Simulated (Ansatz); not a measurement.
Reactions of C$_{4}$H$_{7}$N (`C=CC(C)=N`).

Computed with Ansatz on PBE0-D4/def2-TZVP structures; ΔE is electronic, products minus reactants. CBS: MP2 limit from def2 TZ/QZ plus the TZ coupled-cluster correction, frozen cores. This one scheme is used for every species. Elements past krypton have def2 core potentials. For In, Se outer-core shells are correlated without core-valence functions, which leaves a few kJ/mol of doubt a bond. Scalar relativity is left out up to krypton. Each species was taken in one conformer, which may not be the lowest.

```json
{"reaction": "`C=CC(C)=N` → `CC=C=CN`", "MP2/CBS(def2) (kJ/mol)": "75"}
{"reaction": "`C=CC(C)=N` + `CC[SeH]` → `C=C[Se]CC` + `CC=N`", "MP2/CBS(def2) (kJ/mol)": "16"}
{"reaction": "`C=CC(C)=N` + SiH₄ → `CC(=N)[SiH3]` + ethylene", "MP2/CBS(def2) (kJ/mol)": "7"}
{"reaction": "`C=CC(C)=N` + `C[NH][InH2]` → `C[N](C)[InH2]` + `C=CC=N`", "MP2/CBS(def2) (kJ/mol)": "51"}
{"reaction": "`C=CC(C)=N` + `CBO` → `C=COBC` + `CC=N`", "MP2/CBS(def2) (kJ/mol)": "74"}
{"reaction": "`C=CC(C)=N` + `OC1(O)BC1` → `COC1(O)BC1` + `C=CC=N`", "MP2/CBS(def2) (kJ/mol)": "73"}
```

(1) Give the CCSD(T)/CBS values in the same order. (An estimate is asked.)

Largest T1 diagnostic: 0.017, for `C[N](C)[InH2]`.

## Answers

(1) The calculation gave: 77, 19, 5, 48, 67, 67 kJ/mol.
